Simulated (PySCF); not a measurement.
## Correlation energy of Fe (iron, neutral)

[Ar] 3d8, high-spin 3F determinant (an excited configuration). Calculation: PySCF 2.14, in x2c-QZVPPall (11s7p5d4f2g, 103 functions); scalar relativity by spin-free X2C-1e. Frozen: [Ar]; 8 electrons correlated.

| level | correlation energy (mhartree) |
| --- | --- |
| CCSD | -303.82 |
| (T) | -24.53 |
| CCSD(T) | -328.35 |

Diagnostics: T1 = 0.036, D1 = 0.0659, largest double amplitude 0.030.

T1 exceeds 0.03, a sign that the reference determinant is poor.

Cost of the coupled-cluster step: about 70 core-seconds, for 8 correlated electrons.

Iterations:

```
CC2 = 0
CCSD nocc = (np.int64(5), np.int64(3)), nmo = (94, 94)
frozen orbitals [[0, 1, 2, 3, 4, 5, 6, 7, 8], [0, 1, 2, 3, 4, 5, 6, 7, 8]]
max_cycle = 100
direct = 0
conv_tol = 1e-08
conv_tol_normt = 1e-06
diis_space = 8
diis_start_cycle = 0
Init t2, MP2 energy = -0.355062980339289
Init E_corr(UCCSD) = -0.355062980348078
cycle = 1  E_corr(UCCSD) = -0.271851342277221  dE = 0.0832116381  norm(t1,t2) = 0.236266
cycle = 2  E_corr(UCCSD) = -0.321218111031532  dE = -0.0493667688  norm(t1,t2) = 0.21889
cycle = 3  E_corr(UCCSD) = -0.304490657323445  dE = 0.0167274537  norm(t1,t2) = 0.230339
cycle = 4  E_corr(UCCSD) = -0.302328744501067  dE = 0.00216191282  norm(t1,t2) = 0.0223903
cycle = 5  E_corr(UCCSD) = -0.302669422121246  dE = -0.00034067762  norm(t1,t2) = 0.0103002
cycle = 6  E_corr(UCCSD) = -0.303538250706911  dE = -0.000868828586  norm(t1,t2) = 0.00813114
cycle = 7  E_corr(UCCSD) = -0.30399567733142  dE = -0.000457426625  norm(t1,t2) = 0.00415233
cycle = 8  E_corr(UCCSD) = -0.303855243799648  dE = 0.000140433532  norm(t1,t2) = 0.00223953
cycle = 9  E_corr(UCCSD) = -0.303771439681709  dE = 8.38041179e-05  norm(t1,t2) = 0.00102881
cycle = 10  E_corr(UCCSD) = -0.303820049955078  dE = -4.86102734e-05  norm(t1,t2) = 0.00058145
cycle = 11  E_corr(UCCSD) = -0.30381522751365  dE = 4.82244143e-06  norm(t1,t2) = 0.000339169
cycle = 12  E_corr(UCCSD) = -0.303825626458974  dE = -1.03989453e-05  norm(t1,t2) = 0.000165195
cycle = 13  E_corr(UCCSD) = -0.303821225844518  dE = 4.40061446e-06  norm(t1,t2) = 8.15044e-05
cycle = 14  E_corr(UCCSD) = -0.303821546189712  dE = -3.20345193e-07  norm(t1,t2) = 6.10251e-05
cycle = 15  E_corr(UCCSD) = -0.303823766724794  dE = -2.22053508e-06  norm(t1,t2) = 4.03047e-05
cycle = 16  E_corr(UCCSD) = -0.303822493912506  dE = 1.27281229e-06  norm(t1,t2) = 2.51938e-05
cycle = 17  E_corr(UCCSD) = -0.303822441978031  dE = 5.19344745e-08  norm(t1,t2) = 1.51439e-05
cycle = 18  E_corr(UCCSD) = -0.303822725212436  dE = -2.83234405e-07  norm(t1,t2) = 5.03671e-06
cycle = 19  E_corr(UCCSD) = -0.303822504516027  dE = 2.20696409e-07  norm(t1,t2) = 3.15302e-06
cycle = 20  E_corr(UCCSD) = -0.303822410498553  dE = 9.40174736e-08  norm(t1,t2) = 2.0764e-06
cycle = 21  E_corr(UCCSD) = -0.303822393274332  dE = 1.72242212e-08  norm(t1,t2) = 1.2171e-06
cycle = 22  E_corr(UCCSD) = -0.303822349900224  dE = 4.33741073e-08  norm(t1,t2) = 8.31538e-07
cycle = 23  E_corr(UCCSD) = -0.303822337217425  dE = 1.26827996e-08  norm(t1,t2) = 3.78115e-07
cycle = 24  E_corr(UCCSD) = -0.303822330852373  dE = 6.36505154e-09  norm(t1,t2) = 1.89747e-07
UCCSD converged
E(UCCSD) = -1271.389736937459  E_corr = -0.3038223308523733
UCCSD(T) correction = -0.0245314955289071
```
